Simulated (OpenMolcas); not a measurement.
# N: effect of the active space

* Program: OpenMolcas
* Method: SS-CASPT2, IPEA 0.25 Eh, imaginary shift 0.1 Eh
* Basis: ANO-L-VTZP
* Scalar Hamiltonian: non-relativistic, point nucleus
* Spin-orbit coupling: RASSI with atomic mean-field integrals over the reference wave functions, term energies averaged over their components

A. 3 electrons in 3 orbitals (2p); 2S+1 = 4 odd, 1 root; 2S+1 = 2 odd, 8 roots; closed shells correlated: 1s 2s; CASPT2 step of the order of 0.9 core-seconds
B. 5 electrons in 4 orbitals (2s 2p); 2S+1 = 4 odd, 1 root; 2S+1 = 2 odd, 8 roots; 2S+1 = 4 even, 3 roots; closed shells correlated: 1s; CASPT2 step about 1.5 core-seconds

Energies in eV above 2s2 2p3 4S* 3/2, the measured ground level; measured values from NIST Handbook of Basic Atomic Spectroscopic Data.

```tsv
Level	A	B	Measured
2s2 2p3 4S* 3/2	0.0000	0.0000	0.0000
2s2 2p3 2D* 3/2	2.468	2.478	2.3846
2s2 2p3 2D* 5/2	2.468	2.478	2.3835
2s2 2p3 2P* 1/2	3.929	3.660	3.5756
2s2 2p3 2P* 3/2	3.929	3.660	3.5756
```

Deviations, from unrounded energies. A percentage is the sum of absolute deviations over the sum of measured energies, with the sign that they share, or ± where signs differ.

```json
{"Against measurement": "mean absolute deviation (cm-1)", "Levels": "4", "A": "1800", "B": "720"}
{"Against measurement": "other terms of the ground configuration (%)", "Levels": "4", "A": "+7.3", "B": "+3.0"}
```

B lies closest to measurement on these levels. The largest miss of B in the table is 2s2 2p3 2D* 5/2, by +760 cm-1. The ranking rests on the paired levels alone, and a cruder setting can come out closer through cancelling errors.

Between A and B the level of the table that moves most is 2s2 2p3 2P* 3/2, by 2200 cm-1 (lowest in B, highest in A). Moves below CASPT2's spread within the term are not significant.

CASPT2 does not keep the components of a term degenerate, so their means are used; among the terms shown or strongly mixed into the levels shown the widest spread is 130 cm-1 (2s2 2p3 2D*, A). With the s shell closed, the reference lacks s² → p² mixing (holds for A). Measured partners are found by configuration, term and J. A level has none where our copy of the source lacks it or the pairing is in doubt (some pairs that miss far off the trend of their configuration count as doubtful), and it then counts in no deviation. Levels of configurations outside the active space are missing. Levels that lie high or do not pair safely by name in every column are left out.

* marks odd parity.
